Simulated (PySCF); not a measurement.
GeH₄MgSe. Atoms are numbered in the order given.

```xyz
7

Mg    -0.0088    -0.0788     0.0000
Se    -0.0408    -2.5314     0.0000
H      1.4477    -2.5064     0.0000
Ge     0.0009     2.5049     0.0000
H     -0.7106     3.1260    -1.2408
H      1.4372     3.1128     0.0000
H     -0.7106     3.1260     1.2408
```
Charge 0, spin multiplicity 1.

Geometry optimised at PBE-D3(BJ)/def2-SVP. The structure was generated by enumeration; whether it is a known compound was not checked. Other conformers were not sampled.

The numbers are results of ωB97X/def2-TZVPD (PySCF), not measurements.

Symmetry labels are those of the subgroup Cs that the program uses (full group Cs).

Task: List the valence orbital energies around the gap with their symmetry. (The exact figures need the calculation; the answer reports its results.)

Result: 
```csv
orbital,symmetry,energy (eV)
HOMO−7,A',-21.62
HOMO−6,A',-17.95
HOMO−5,A',-12.78
HOMO−4,A",-11.69
HOMO−3,A',-11.69
HOMO−2,A',-10.72
HOMO−1,A',-9.27
HOMO,A",-9.06
LUMO,A',0.26
LUMO+1,A',0.42
LUMO+2,A",0.61
LUMO+3,A',1.52
```
